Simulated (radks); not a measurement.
Q: These are the eigenvalues of the occupied orbitals of an atom or ion with whole-number occupations (eV). Calculated with a radial shooting solver on a logarithmic mesh with Libxc functionals: scalar-relativistic Kohn-Sham, PBE, spin-polarised, spherical densities, finite nucleus; Fermi nuclear charge, rms radius of each element as measured or else 0.836 A^(1/3) + 0.57 fm.

| orbital | eigenvalue |
|---|---|
| 1s up | -2432.344 |
| 1s down | -2432.003 |
| 2s up | -237.4071 |
| 2s down | -237.0643 |
| 2p up | -182.3423 |
| 2p down | -181.8705 |
| 3s up | -40.4746 |
| 3s down | -37.7244 |
| 3p up | -29.0063 |

Which element is it, and in what charge state? The configuration may be excited. Open shells, if any, are filled with parallel spins first.

A: Z = 16, sulfur, charge +2: S2+ in [Ne] 3s2 3p2. The list shows which subshells hold electrons but not how many an open one holds; the 1s level, -89.387 hartree, gives Z - s = 13.4 by -(Z - s)^2/2, which with screening and relativity narrows Z to a few neighbours, and the depths of the outer levels then fix element, charge and occupations together.
